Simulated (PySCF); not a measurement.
p-toluidine, C7H9N.
Numbering: `[CH3:1][c:2]1[cH:3][cH:4][c:5]([NH2:6])[cH:7][cH:8]1` (hydrogens: H9, H10, H11 on C1; H12 on C3; H13 on C4; H14, H15 on N6; H16 on C7; H17 on C8)

Computed with PBE0-D3(BJ)/def2-SVP geometry optimisation, gas phase in PySCF.

(1) What internal coordinates does the optimisation give?

Results:

(1) 
| bond | length (Å) | order |
| --- | --- | --- |
| C1–C2 | 1.502 | single |
| C2–C3, C2–C8 | 1.399 | aromatic |
| C3–C4, C7–C8 | 1.390 | aromatic |
| C4–C5, C5–C7 | 1.404 | aromatic |
| C5–N6 | 1.383 | single |
| C1–H9, C1–H10, C1–H11 | 1.101 | single |
| C3–H12, C8–H17 | 1.094 | single |
| C4–H13, C7–H16 | 1.094 | single |
| N6–H14, N6–H15 | 1.011 | single |

Bonds in one row agree within 0.01 Å and their mean is given. Orders are formal, as drawn. A selection of angles:
| angle | degrees |
| --- | --- |
| C1–C2–C3 | 121.5 |
| C3–C2–C8 | 117.0 |
| C2–C3–C4 | 121.9 |
| C3–C4–C5 | 120.8 |
| C4–C5–N6 | 121.1 |
| C4–C5–C7 | 117.7 |
| H14–N6–C5 | 116.0 |
| H15–N6–C5 | 116.0 |

The 8 heavy atoms lie in one plane (0.012 Å rms). The 6-membered ring C2–C3–C4–C5–C7–C8 has internal angles of 117.0° to 121.9° (sum 720°, against 720° for a flat polygon); it is planar, 0.00 Å rms from its mean plane, widest ring torsion 0°. N6 (aniline-type nitrogen) is pyramidal (angles 116.0°, 116.0° and 112.8°, sum 344.8°, 0.25 Å off the plane of its three neighbours). The C–C distances run from 1.390 Å (C3–C4, aromatic) to 1.502 Å (C1–C2, drawn single), a spread of 0.112 Å. Of the pairs four or more bonds apart, H13···H14 is among the closest relative to their van der Waals radii: 2.43 Å, 101 % of the sum of Bondi's values.

Point group: Cs (every atom within 0.08 Å of its image). PBE0-D3(BJ)/def2-SVP frequencies: not computed here.
